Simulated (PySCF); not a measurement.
Spin-rotation constants: SMILES C=C/C=C\O/C=C\OC, C7H10O2

Geometry (Å), atoms numbered from 1 in this order:
```xyz
19

C     3.220    1.548    0.452
C     2.094    0.868    0.253
C     2.047   -0.440   -0.351
C     0.923   -1.139   -0.560
O    -0.297   -0.673   -0.217
C    -1.386   -1.463   -0.468
C    -2.649   -1.146   -0.186
O    -3.188   -0.042    0.385
C    -2.316    0.996    0.778
H     3.223    2.524    0.906
H     4.178    1.147    0.165
H     1.142    1.287    0.548
H     2.982   -0.884   -0.655
H     0.945   -2.123   -1.020
H    -1.180   -2.420   -0.934
H    -3.425   -1.854   -0.433
H    -2.951    1.770    1.207
H    -1.601    0.651    1.529
H    -1.770    1.401   -0.077
```

Computed with GIAO revPBE/6-31G* magnetisability, rotational g tensor and spin-rotation constants, non-relativistic, gas phase (PySCF 2.14.0). Geometry: GFN2-xTB.

Question: Give the nuclear spin-rotation constants along the inertial axes (H = +C I·J) beside the isotropic shieldings.

Answer: Rotational constants 3.3287, 0.7720, 0.6292 GHz. A star marks the isotopologue with that one atom substituted, in its own axes.
```csv
atom,isotope,Caa (kHz),Cbb (kHz),Ccc (kHz),mean (kHz),σ (ppm)
H10,1H,-0.343,0.062,-0.075,-0.118,27.7
H11,1H,0.070,-0.030,-0.077,-0.013,27.6
H12,1H,0.065,-0.008,-0.073,-0.005,25.8
H13,1H,0.048,-0.021,-0.081,-0.018,27.5
H14,1H,-0.316,0.067,-0.077,-0.109,26.6
H15,1H,-0.337,0.069,-0.081,-0.116,27.0
H16,1H,0.115,-0.046,-0.074,-0.002,27.2
H17,1H,-0.275,0.022,-0.068,-0.107,28.7
H18,1H,-0.197,-0.074,0.003,-0.089,28.1
H19,1H,-0.197,-0.074,0.003,-0.089,28.1
C1,13C*,0.959,0.285,0.082,0.442,88.5
C2,13C*,1.141,0.318,0.070,0.510,72.3
C3,13C*,1.060,0.241,0.092,0.464,92.1
C4,13C*,1.012,0.309,0.141,0.488,57.5
O5,17O*,-0.846,-0.172,-0.040,-0.353,176.3
C6,13C*,0.841,0.293,0.139,0.424,74.3
C7,13C*,1.151,0.243,0.121,0.505,74.0
O8,17O*,-0.591,-0.121,-0.037,-0.250,235.3
C9,13C*,0.591,0.140,0.138,0.289,134.1
```
For the geometry as given, no vibrational averaging.
